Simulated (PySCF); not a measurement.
Ag2, SMILES [Ag][Ag], multiplicity 1. The structure is a stationary point at PBE0-D3(BJ)/def2-TZVPD. The spin state was assumed, not searched. The def2 effective core potentials stand for the cores of Ag; spin–orbit coupling is left out.

Computed equilibrium geometry at PBE0-D3(BJ)/def2-TZVPD (PySCF confirms it by a frequency run) as Cartesian coordinates in Å, and its point group:
point group D∞h.
```xyz
2

Ag     0.0000     0.0000    -1.2882
Ag     0.0000     0.0000     1.2882
```
